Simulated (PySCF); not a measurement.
**A ladder of Hamiltonians for Sb⁴⁷⁺ (antimony, charge +47)**

Occupied: 1s1/2, 2s1/2. Hartree-Fock calculated with PySCF 2.14 in an uncontracted even-tempered set (16 s from 8.5 bohr⁻², ratio 2.7; 12 p from 10 bohr⁻², ratio 2.7), Gaussian nucleus throughout. NR is non-relativistic, sf-X2C the spin-free one-electron X2C Hamiltonian, X2C adds the bare one-electron spin-orbit term, X2C-SNSO screens it by Boettger's factors, DC is four-component Dirac-Coulomb, and the Gaunt and Breit terms are added at first order (total energies over the DC spinors, levels after relaxing the spinors in that mean field). QED terms are absent. Levels marked empty are virtual spinors of this ion.

```csv
Hamiltonian,E (hartree),E − E(DC) (hartree),CPU seconds
NR,-3171.8038,122.3855,0.22
sf-X2C,-3293.1092,1.0801,0.13
X2C,-3293.1092,1.0801,0.13
X2C-SNSO,-3293.1092,1.0801,0.13
DC,-3294.1893,0.0000,2.2
DC+Gaunt,-3291.9584,2.2309,3.7
DC+Breit,-3292.0037,2.1856,28
```

Problem. Give the 2p spin-orbit interval with each Hamiltonian that has one.

Solution. X2C 296.3; X2C-SNSO 284.1; DC 286.1; DC+Gaunt 281.3; DC+Breit 281.3 (eV).

| level (eV) | NR | sf-X2C | X2C | X2C-SNSO | DC | DC+Gaunt | DC+Breit |
| --- | --- | --- | --- | --- | --- | --- | --- |
| 1s1/2 | -33988.3 | -35197.0 | -35197.0 | -35197.0 | -35223.1 | -35169.5 | -35170.1 |
| 2s1/2 | -8098.3 | -8462.1 | -8462.1 | -8462.1 | -8464.9 | -8458.8 | -8459.4 |
| 2p1/2 (empty) | -7811.2 | -7949.5 | -8154.3 | -8145.6 | -8148.2 | -8136.9 | -8138.5 |
| 2p3/2 (empty) | -7811.2 | -7949.5 | -7858.0 | -7861.5 | -7862.0 | -7855.6 | -7857.2 |
| 3s1/2 (empty) | -3443.4 | -3566.5 | -3566.5 | -3566.5 | -3567.2 | -3565.5 | -3565.8 |

Weight of the small component: 1s1/2 0.0354, 2s1/2 0.00842, 2p1/2 0.00828, 2p3/2 0.00798, 3s1/2 0.00355.

Koopmans' value for the highest occupied level at DC+Breit: 8459.4 eV, against an ionisation energy of 8455 ± 4 eV (theoretical estimate listed by NIST; NIST Atomic Spectra Database, ionization energies); the former lacks relaxation, correlation, QED and recoil.

The whole ladder took 36 s of wall time on 1 thread of Neoverse-V1 (shared host), launched as `OMP_NUM_THREADS=1 python relrun2.py TASK.json OUT` (a driver that calls PySCF for each Hamiltonian).
